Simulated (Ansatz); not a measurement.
**Question.** Name a neutral molecule of C, F, I, O, Si and H with size of the dipole moment (ωB97M-V/def2-TZVPP) between 1.25 and 1.55 D and LUMO energy (B3LYP/def2-TZVPP) between -0.70 and -0.40 eV (Ansatz, PBE0-D4/def2-TZVP geometry).

**Answer.** `O[SiH](I)CF` (1.40 D, -0.55 eV). Other molecules can fit too; these were computed, each in one conformer that needn't be the lowest.

B3LYP here is the variant with VWN-RPA as its local correlation; programs differ in this.
